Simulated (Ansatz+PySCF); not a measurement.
Results of a calculation; reference values are marked as such.
Several solutions for quintet FeF₂

```xyz
3

Fe    0.0000    0.0000    0.0000
F     0.0000    0.0000    1.8252
F     0.0000    0.0000   -1.8252
```

Basis set: def2-SVP (spherical functions). Charge 0, multiplicity 5.

UHF was run from several starts with Ansatz (development build ahead of 0.2.0) and PySCF 2.14.0.

```
run  program                                 start  converged  energy (hartree)  <S²>
  A    PySCF  guess huckel, instabilities followed        yes       -1461.08164  6.01
  B   Ansatz           search for the lowest state        yes       -1461.08164  6.01
  C   Ansatz               stability test followed        yes       -1461.08164  6.01
  D    PySCF   guess minao, instabilities followed        yes       -1461.08164  6.01
  E    PySCF    guess atom, instabilities followed        yes       -1461.08164  6.01
  F    PySCF                      program defaults        yes       -1461.04733  6.06
  G   Ansatz               atomic start, no search        yes       -1461.08164  6.01
```

(1) Which runs reached the lowest solution of this kind, and what is wrong with the others?

Answers

(1) A, B, C, D, E, G reached the lowest solution found. Converged but too high: F by 0.93 eV. Convergence only shows a stationary point, and even a stable one can lie too high; stability tests and further starts are what find lower ones.
